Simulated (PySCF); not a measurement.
Br2H2O2Si, SMILES O[Si](O)(Br)Br.

Geometry optimised at B3LYP-D3(BJ)/def2-SVP. One conformer was computed; it need not be the lowest.

Calculation: TDA-PBE/def2-SVPD in PySCF.

Vertical excitations.  State labels are in the subgroup C2.

```csv
state,symmetry,energy (eV),λ (nm),f,main pairs
S1,B,5.87,211,0.030,HOMO→LUMO 97 %
S2,A,5.98,207,0.001,HOMO−1→LUMO 99 %
S3,B,6.01,206,0.014,HOMO−2→LUMO 98 %
S4,A,6.56,189,0.028,HOMO−3→LUMO 97 %
S5,B,6.73,184,0.010,HOMO→LUMO+1 89 %
S6,A,6.74,184,0.000,HOMO−1→LUMO+1 99 %
S7,B,6.78,183,0.005,HOMO−2→LUMO+1 90 %
S8,B,7.00,177,0.015,HOMO−4→LUMO 89 %
S9,A,7.04,176,0.000,HOMO→LUMO+2 98 %
S10,A,7.22,172,0.001,"HOMO−2→LUMO+2 68 %, HOMO−5→LUMO 31 %"
T1,B,5.56,223,0,HOMO→LUMO 99 %
T2,A,5.70,217,0,HOMO−1→LUMO 99 %
T3,B,5.74,216,0,HOMO−2→LUMO 99 %
T4,A,6.23,199,0,HOMO−3→LUMO 98 %
```
Triplets are in the Tamm–Dancoff approximation.
